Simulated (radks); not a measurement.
Q: Species: Dy. Configuration: [Xe] 4f10 6s2. Calculated with a radial shooting solver on a logarithmic mesh with Libxc functionals: Dirac Kohn-Sham, PBE, spin-unpolarised, spherical densities, point nucleus; open shells are shared between the two j in proportion to 2j + 1.

Spin-orbit splittings of the eigenvalues, e(l+1/2) - e(l-1/2), with zeta = 2 splitting/(2l+1) and mean radii in bohr:

shell  occ.  splitting (eV)  zeta (eV)  <r> j=l-1/2  <r> j=l+1/2
2p        6           800.3      533.5      0.07438      0.08143
3p        6           166.2      110.8       0.2238       0.2371
3d       10           36.29      14.52       0.2096       0.2138
4p        6           37.14      24.76       0.5404       0.5709
4d       10           6.724      2.690       0.6035       0.6144
4f       10          0.8770     0.2506       0.8700       0.8931
5p        6               ?          ?        1.473        1.581

Estimate the 5p splitting.

A: 4.677 eV (zeta = 3.118 eV).
